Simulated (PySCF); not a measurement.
## A survey of ²⁹Si NMR shifts

Level of theory: σ from GIAO-PBE0/pcSseg-1, geometry from GFN2-xTB, in PySCF 2.14 (one averaged value for each set of equivalent atoms, no solvent, single conformer, relativity neglected).

Shieldings were converted by a linear fit to measured shifts: ²⁹Si: δ = 279.94 − 0.822σ (rms 8.9 ppm, 72 shifts, 25.8 ppm with the 6 outliers that the fit left out vs TMS, solution or neat liquid). A few per cent of atoms miss by over 2 rms, more outside the fitted compound classes.

Q: Give the ²⁹Si shifts of `CO/C([SiH3])=C(/F)[SiH2]C1CC1`, `CC(C)[Si@@H](F)[C@@H]1OC=C[SiH2]1`, `C=C[C@@H]1[C@@H](F)CC[Si@H]1O[SiH3]`, `CO[C@@H]1C=C([SiH2]C)[C@@H](F)[SiH2]1`, `C[SiH2]C[C@@H]1CC(=O)[SiH2][C@H]1F`, `CN([SiH3])[SiH2]C#N`, `N#CC[SiH2]N[SiH3]`.

A: 
| compound | environment | δ (ppm) |
| --- | --- | --- |
| [CH3:1][O:2]/[C:3]([SiH3:4])=[C:5](/[F:6])[SiH2:7][CH:8]1[CH2:9][CH2:10]1 | Si7: silicon bonded to 2 C, 2 H | -43.1 |
| [CH3:1][O:2]/[C:3]([SiH3:4])=[C:5](/[F:6])[SiH2:7][CH:8]1[CH2:9][CH2:10]1 | Si4: silicon bonded to C, 3 H | -89.2 |
| [CH3:1][CH:2]([CH3:3])[Si@@H:4]([F:5])[C@@H:6]1[O:7][CH:8]=[CH:9][SiH2:10]1 | Si4: silicon bonded to 2 C, F, H | 3.3 |
| [CH3:1][CH:2]([CH3:3])[Si@@H:4]([F:5])[C@@H:6]1[O:7][CH:8]=[CH:9][SiH2:10]1 | Si10: silicon bonded to 2 C, 2 H, in a 5-membered ring | -37.2 |
| [CH2:1]=[CH:2][C@@H:3]1[C@@H:4]([F:5])[CH2:6][CH2:7][Si@H:8]1[O:9][SiH3:10] | Si8: silicon bonded to 2 C, O, H, in a 5-membered ring | -1.8 |
| [CH2:1]=[CH:2][C@@H:3]1[C@@H:4]([F:5])[CH2:6][CH2:7][Si@H:8]1[O:9][SiH3:10] | Si10: silicon bonded to O, 3 H | -40.5 |
| [CH3:1][O:2][C@@H:3]1[CH:4]=[C:5]([SiH2:6][CH3:7])[C@@H:8]([F:9])[SiH2:10]1 | Si10: silicon bonded to 2 C, 2 H, in a 5-membered ring | -21.6 |
| [CH3:1][O:2][C@@H:3]1[CH:4]=[C:5]([SiH2:6][CH3:7])[C@@H:8]([F:9])[SiH2:10]1 | Si6: silicon bonded to 2 C, 2 H | -47.0 |
| [CH3:1][SiH2:2][CH2:3][C@@H:4]1[CH2:5][C:6](=[O:7])[SiH2:8][C@H:9]1[F:10] | Si2: silicon bonded to 2 C, 2 H | -40.4 |
| [CH3:1][SiH2:2][CH2:3][C@@H:4]1[CH2:5][C:6](=[O:7])[SiH2:8][C@H:9]1[F:10] | Si8: silicon bonded to 2 C, 2 H, in a 5-membered ring | -68.7 |
| [CH3:1][N:2]([SiH3:3])[SiH2:4][C:5]#[N:6] | Si3: silicon bonded to N, 3 H | -43.9 |
| [CH3:1][N:2]([SiH3:3])[SiH2:4][C:5]#[N:6] | Si4: silicon bonded to C, N, 2 H | -51.2 |
| [N:1]#[C:2][CH2:3][SiH2:4][NH:5][SiH3:6] | Si4: silicon bonded to C, N, 2 H | -32.3 |
| [N:1]#[C:2][CH2:3][SiH2:4][NH:5][SiH3:6] | Si6: silicon bonded to N, 3 H | -54.1 |
